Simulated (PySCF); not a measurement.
**Question.** What does the PBE0-D3(BJ)/def2-SVP structure of `C=CCN([SiH3])[SiH3]` look like in three dimensions?

**Answer.** 
```
atom  x, y, z in Å
C1     2.485   -1.070   -0.340
C2     1.652   -0.083   -0.011
C3     0.452    0.324   -0.815
N4    -0.797    0.253   -0.051
Si5   -1.346   -1.336    0.436
Si6   -1.503    1.755    0.484
H7     3.343   -1.332    0.286
H8     2.340   -1.655   -1.254
H9     1.811    0.479    0.918
H10    0.592    1.358   -1.181
H11    0.383   -0.309   -1.719
H12   -2.784   -1.224    0.816
H13   -0.595   -1.914    1.595
H14   -1.179   -2.266   -0.724
H15   -1.595    2.700   -0.672
H16   -0.694    2.440    1.545
H17   -2.859    1.467    1.034
```

Orientation and origin are arbitrary. Atoms count from 1 in this order. N4 (nitrogen bridging silicon atoms) is planar (angles 124.7°, 117.6° and 117.1°, sum 359.5°, 0.07 Å off the plane of its three neighbours). Of the pairs four or more bonds apart, H8···H11 is among the closest relative to their van der Waals radii: 2.42 Å, 101 % of the sum of Bondi's values. The C–C distances run from 1.333 Å (C1=C2, drawn double) to 1.500 Å (C2–C3, drawn single), a spread of 0.167 Å. Si5 (SiH3 silicon) is distorted tetrahedral (angles from 107.7° to 114.1°).

Bonds between heavy atoms (Å): C1=C2 1.333, C2–C3 1.500, C3–N4 1.466, N4–Si5 1.750, N4–Si6 1.744.

The calculation used PySCF, PBE0-D3(BJ)/def2-SVP geometry optimisation, gas phase.

Point group: C1 (no symmetry element, even within 0.4 Å). No PBE0-D3(BJ)/def2-SVP frequencies stand behind this structure, so it isn't proved a minimum. One conformer, not necessarily the lowest (C1–C2–C3–N4 122°, C2–C3–N4–Si5 -67°).

Time: 95 s wall. Hardware: one thread, Arm Neoverse V1, on a shared host. This is the geometry optimisation.
